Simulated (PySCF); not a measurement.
CH₃NS, SMILES `[H]/N=C/S` (N–C–S–H torsion 0°), neutral singlet in the gas phase. 

Cartesian coordinates (Å):
SMILES: N(/[H])=C\S
```xyz
6

N     -0.7346    -0.7680    -0.1867
C     -0.1848     0.3412     0.0549
S      1.5447     0.5490     0.1890
H     -1.7473    -0.6690    -0.2237
H     -0.7078     1.2917     0.2077
H      1.8299    -0.7448    -0.0413
```
Charge 0, multiplicity 1.

All levels are single points at this geometry (PBE0-D3(BJ)/def2-TZVP); Pople sets use spherical d functions. Orbital energies aren't observables, and empty levels follow the basis.

PBE0-D3(BJ)/def2-TZVP in PySCF gives gap (eV) = 6.97.

Estimate the gap (eV) from each of these levels: PBE-D3(BJ)/def2-TZVP in PySCF; B3LYP/3-21G in PySCF; B3LYP/6-31G* in PySCF; BP86/6-31G* in PySCF; SVWN5/6-31G* in PySCF.


| level | gap (eV) |
|---|---|
| PBE-D3(BJ)/def2-TZVP in PySCF | 4.77 |
| B3LYP/3-21G in PySCF | 6.97 |
| B3LYP/6-31G* in PySCF | 6.77 |
| BP86/6-31G* in PySCF | 4.99 |
| SVWN5/6-31G* in PySCF | 4.90 |
